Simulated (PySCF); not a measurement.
Computed properties of Mg(H)(Et) (C2H6Mg), SMILES [CH2]([MgH])C

C2H6Mg, SMILES C[CH2][MgH]. Geometry: TPSSh-D3(BJ)/def2-TZVP. The values are those of a single conformer. All values are computed for the isolated molecule unless a solvent is named; none is compared with measurement here.

**Structure.** The optimised structure has Cs symmetry. All 21 harmonic modes at TPSSh-D3(BJ)/def2-TZVP (PySCF) are real, so it is a minimum. With heavy atoms numbered as in [MgH:1][CH2:3][CH3:4], the shortest bond between them is C3–C4 at 1.541 Å and the longest Mg1–C3 at 2.109 Å.

**Vibrations.** The strongest infrared lines (harmonic, unscaled, degenerate partners summed) lie at 1602 cm⁻¹ (308 km/mol, H 96 %), 337 cm⁻¹ (243 km/mol, H 70 %, Mg 21 %, C 9 %), 304 cm⁻¹ (169 km/mol, H 89 %, Mg 10 %). The softest mode is at 148 cm⁻¹ and the zero-point energy is 42.7 kcal/mol.

**Electronic structure.** ωB97X/def2-TZVPD (PySCF) places the frontier levels at -8.69 and 0.96 eV, a gap of 9.65 eV, and gives a dipole moment of 0.52 D and a mean polarisability of 57.3 bohr³.

**Excitations.** TDA-ωB97X/def2-SVPD (PySCF) has S1 at 5.09 eV (244 nm, f = 0.000, dark); the most intense of the 10 singlets computed lies at 7.63 eV (f = 0.39). T1 (TDA) is at 4.72 eV, 0.37 eV under S1. No vertical singlet excitation falls in the visible range (under 3.1 eV).

**NMR.** GIAO shifts at B3LYP/pcSseg-2 (PySCF) (non-relativistic, atoms alike by connectivity averaged): ¹³C from 3.8 to 15.0 ppm against TMS; ¹H from 0.1 to 5.0 ppm against TMS.
